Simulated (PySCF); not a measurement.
GeH4N2Si (calculated)

Calculation on a computer-drawn molecule: the log of a Hartree-Fock and frozen-core CCSD(T) single point meant for a local Hartree-Fock minimum, with one planted fault or none, to be diagnosed. Offsets are logged minus clean, where the clean run is the same molecule without the fault. The reference is restricted for singlets and unrestricted otherwise, and also for a bond in bohr or an excited solution. Adding or removing an electron swaps singlet and doublet. The excited solution moves the top pair (singlet) or top alpha electron (doublet) to the lowest empty orbital. Highest occupied and lowest empty are orbital energies over both spins, largest force is the largest gradient component, triples share is (T) over the correlation energy, the T1 limit is 0.02 restricted and 0.045 unrestricted, electrons count all cores, a negative frequency is imaginary (commonest isotopes), and the dipole is about the centre of nuclear charge; on germanium a core potential holds 10 electrons, which the energies leave out, and 3d is frozen in MP2 and coupled-cluster steps. Program: PySCF 2.14.0.

Common to all runs: meant charge 0; meant multiplicity 1; meant basis cc-pV(D+d)Z; meant basis and core potential on germanium cc-pVDZ-PP ECP10MDF; logged electrons 63; logged basis functions 94; logged SCF converged yes; logged CC converged yes; logged SCF stable within its kind yes; possible faults no fault, one electron removed, one electron added, multiplicity raised by two, geometry at a saddle point, SCF held on an excited solution, minimal basis STO-3G, one bond length entered in bohr, all coordinates scaled.

(1) 
```xyz
8
formula=GeH4N2Si logged_spin_squared=1.1206 logged_highest_occupied=-13.878 logged_lowest_empty=-6.7379 logged_largest_force=0.036346 logged_T1_diagnostic=0.060057 logged_D1_diagnostic=0.23771 logged_triples_share=0.039965 logged_dipole_magnitude=1.8858 logged_energy_HF=-693.23244 logged_energy_CCSD(T)=-693.78939 planted_fault=one_electron_removed HF_energy_offset_from_clean_run=176 CCSD(T)_energy_offset_from_clean_run=188.1
N     -0.4991     0.9419    -1.5743
Si    -0.0581    -0.2828    -0.6634
Ge     2.4286    -0.5894    -0.4815
N      2.6463     0.8364    -1.5533
H     -1.4601     1.1870    -1.7397
H     -1.0260    -1.1840     0.0319
H      3.5492     1.1766    -1.8261
H      1.8824     1.3687    -1.9381
```

Units: logged_highest_occupied, logged_lowest_empty in eV; logged_largest_force in hartree/bohr; logged_dipole_magnitude in debye; logged_energy_HF, logged_energy_CCSD(T) in hartree; HF_energy_offset_from_clean_run, CCSD(T)_energy_offset_from_clean_run in kcal/mol.

Drawn bonds:
```csv
atom,other atom,order
1,2,2
2,3,1
3,4,1
1,5,1
2,6,1
4,7,1
4,8,1
```

Notes: T1 above single-reference limit.

(2) 
```xyz
8
formula=GeH4N2Si logged_spin_squared=0.7629 logged_highest_occupied=-13.496 logged_lowest_empty=-6.1913 logged_largest_force=0.10697 logged_T1_diagnostic=0.025867 logged_D1_diagnostic=0.1414 logged_triples_share=0.029871 logged_dipole_magnitude=7.217 logged_energy_HF=-693.26066 logged_energy_CCSD(T)=-693.77551 planted_fault=one_electron_removed HF_energy_offset_from_clean_run=171.7 CCSD(T)_energy_offset_from_clean_run=203.4
N     -2.7099     1.0942     2.3844
Si    -1.8469     0.2584     1.3821
N     -0.1537     0.3407     1.3928
Ge     0.9382     1.3652     2.5165
H     -3.7089     1.0962     2.4361
H     -2.2673    -0.6817     0.3236
H      0.3104    -0.2331     0.7100
H      2.2760     0.8267     1.8305
```

Units: logged_highest_occupied, logged_lowest_empty in eV; logged_largest_force in hartree/bohr; logged_dipole_magnitude in debye; logged_energy_HF, logged_energy_CCSD(T) in hartree; HF_energy_offset_from_clean_run, CCSD(T)_energy_offset_from_clean_run in kcal/mol.

Drawn bonds:
```csv
atom,other atom,order
1,2,2
2,3,1
3,4,1
1,5,1
2,6,1
3,7,1
4,8,1
```
